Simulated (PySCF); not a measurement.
## Correlation energy of N²⁺ (nitrogen, charge +2)

[He] 2s2 2p1, 2P determinant. Computed with PySCF 2.14 in cc-pVTZ-DK, with the spin-free X2C one-electron Hamiltonian (Gaussian nucleus). Frozen: 1s2; 3 electrons correlated.

MP2 pair energies summed by pair of shells (mhartree):

```csv
pair,energy,share (%)
2s-2s,-33.17,58.9
2s-2p,-23.17,41.1
```

Total MP2 correlation energy: -56.34 mhartree.

Same-spin part -3.63 and opposite-spin part -52.71 mhartree; SCS-MP2 scales them by 1/3 and 6/5 to -64.47 mhartree.

```tsv
level	correlation energy (mhartree)
CCSD	-83.03
(T)	-1.03
CCSD(T)	-84.06
```

Diagnostics: T1 = 0.0069, D1 = 0.0132, largest double amplitude 0.136.

Cost of the coupled-cluster step: 0.36 s of wall time on 1 thread of Neoverse-N1 (shared host), for 3 correlated electrons.
